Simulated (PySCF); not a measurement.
Simulated absorption spectrum

Compound: C8H10P2.
SMILES: `Cc1pccpc1C1CC1`

Theory: TDDFT CAM-B3LYP/def2-SVPD, vertical, gas phase, core orbitals frozen in the response in PySCF 2.14.0, density-fitted response routines. The structure is a single PBE0-D3(BJ)/def2-SVP conformer in the gas phase; no vibrational or solvent corrections. Torsions of this conformer, `[CH3:1][c:2]1[p:3][cH:4][cH:5][p:6][c:7]1[CH:8]1[CH2:9][CH2:10]1`: P6–C7–C8–C9 -97°.

Computed states:

```tsv
state	E (eV)	f
S1	4.19	0.0032
S2	4.28	0.141
S3	4.59	0.026
S4	4.68	0.0022
S5	5.16	0.262
S6	5.29	0.032
S7	5.44	0.025
S8	5.50	0.0015
S9	5.94	0.371
S10	6.25	0.032
```

Broadening: Gaussians 0.4 eV wide at half height, area fixed by f = 4.319×10⁻⁹ ∫ε dν̃. The cross-section is σ = 3.8235×10⁻²¹ ε cm², given in Mb (10⁻¹⁸ cm²). The width is an assumption, not a result. The curve ends short of the highest state used, and states not computed would add to its high-energy end.

Question: Give the broadened spectrum and its maxima.

Answer: 
λ (nm), σ (Mb) and a bar:
```
    219.5      27.46 ###########
    225.0      21.80 #########
    230.4      42.68 #################
    235.9      69.32 ############################
    241.4      73.81 ##############################
    246.9      51.67 #####################
    252.4      25.54 ##########
    257.8      11.82 #####
    263.3       9.27 ####
    268.8      12.83 #####
    274.3      19.94 ########
    279.8      29.11 ############
    285.2      36.48 ###############
    290.7      37.97 ###############
    296.2      32.39 #############
    301.7      22.87 #########
    307.2      13.58 ######
    312.7       6.90 ###
    318.1       3.10 #
    323.6       1.21 
    329.1       0.43 
    334.6       0.14 
    340.1       0.04 
    345.5       0.01
```

Maxima: 289 nm (4.29 eV), ε about 10000, made up of S2 (94%); 239 nm (5.18 eV), ε about 20000, made up of S5 (89%) (ε in L mol⁻¹ cm⁻¹; maxima over ε = 5, shares over 10%). At its high-energy end, 5.65 eV, the curve is still rising (ε about 7200, from S7 and S9).

Question: What would ε be at 5.18 eV, the highest of these maxima, with half the width (0.2 eV)?

Answer: About 36200 L mol⁻¹ cm⁻¹ against 19800, a factor of about 1.8; a lone state at its own centre would give exactly 2.

Question: Coming from long wavelengths, where does ε first pass 100 L mol⁻¹ cm⁻¹?

Answer: At about 330 nm (3.76 eV), 0.43 eV below S1.

Question: On this curve, what absorbance would a 10⁻⁴ mol/L sample give at 266 nm over a 1 cm path?

Answer: 266 nm is 4.661 eV, where ε is about 2700 L mol⁻¹ cm⁻¹, so A = ε c l ≈ 0.27 (Beer–Lambert, with the gas-phase spectrum and the assumed width).

All these states lie below the vertical ionisation energy of 8.36 eV (ΔSCF).

The run took 13 min wall (grids of density and orbitals included) on an Arm Neoverse N1 with one thread, shared host with 64 logical CPUs at a one-minute load of 56, and the process peaked at 1.6 GiB of memory.
